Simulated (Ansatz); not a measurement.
`O[SiH2][BH][GeH3]`, relaxed with RKS PBE0-D4/def2-TZVP in Ansatz from a PBE-D4/def2-SVP geometry. The force threshold is 0.005 eV/Å; the program also tests the step.

Charge 0, multiplicity 1.

Start:

```xyz
11

O     1.100    1.417   -1.205
Si   -0.327    0.568   -1.533
B    -0.963   -0.544    0.015
Ge    0.227   -0.650    1.694
H     1.806    0.871   -0.816
H    -0.175   -0.365   -2.722
H    -1.330    1.624   -1.912
H    -2.038   -1.114   -0.011
H     1.744   -0.598    1.337
H    -0.050    0.649    2.511
H     0.005   -1.859    2.642
```

| step | energy (eV) | largest force (eV/Å) | largest move (Å) |
| --- | --- | --- | --- |
| 1 | -67220.8065 | 0.749 | 0.000 |
| 2 | -67220.8444 | 0.389 | 0.042 |
| 3 | -67220.8533 | 0.121 | 0.029 |
| 4 | -67220.8556 | 0.053 | 0.022 |
| 5 | -67220.8576 | 0.088 | 0.035 |
| 6 | -67220.8587 | 0.088 | 0.044 |
| 7 | -67220.8592 | 0.055 | 0.036 |
| 8 | -67220.8599 | 0.038 | 0.026 |
| 9 | -67220.8608 | 0.099 | 0.064 |
| 10 | -67220.8611 | 0.089 | 0.044 |
| 11 | -67220.8614 | 0.040 | 0.022 |
| 12 | -67220.8616 | 0.028 | 0.023 |
| 13 | -67220.8617 | 0.042 | 0.020 |
| 14 | -67220.8618 | 0.033 | 0.033 |
| 15 | -67220.8619 | 0.015 | 0.016 |
| 16 | -67220.8619 | 0.011 | 0.004 |
| 17 | -67220.8619 | 0.010 | 0.007 |
| 18 | -67220.8619 | 0.007 | 0.005 |
| 19 | -67220.8619 | 0.002 | 0.002 |

End:

```xyz
11

O     1.104    1.387   -1.392
Si   -0.313    0.554   -1.574
B    -0.951   -0.377    0.077
Ge    0.239   -0.652    1.734
H     1.797    0.964   -0.882
H    -0.180   -0.540   -2.591
H    -1.285    1.550   -2.095
H    -2.062   -0.821    0.113
H     1.738   -0.422    1.446
H    -0.179    0.399    2.783
H     0.093   -2.041    2.380
```

Hardware: 4 threads of a server CPU on a shared host. Wall time 64 s, peak host memory 0.53 GiB.
